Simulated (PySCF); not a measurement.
# A scan of TmBr with bad points

PBE0; basis Tm x2c-SVPall, Br x2c-SVPall; spin-free X2C with a Gaussian nucleus; PySCF 2.14; triplet, unpaired electrons σ ↑, φ ↑ requested.

```csv
R (Å),E (eV),⟨S²⟩,⟨Lz²⟩,μ (D)
2.277,0.568,2.00,9.00,-1.59
2.383,0.180,2.00,9.00,-1.94
2.489,0.018,2.00,9.00,-2.36
2.569,0.000,2.00,9.00,-2.70
2.648,0.045,2.00,9.00,-3.07
2.727,0.136,2.00,9.00,-3.45
2.833,0.306,2.00,9.00,-3.98
2.966,0.565,2.00,9.00,-4.65
3.125,0.905,2.00,9.00,-5.40
3.337,-0.110,2.00,5.56,-8.34
```

The run flagged 3.337 Å: there the SCF either missed its threshold or ended in another occupation than the one requested, so the fit leaves that out.
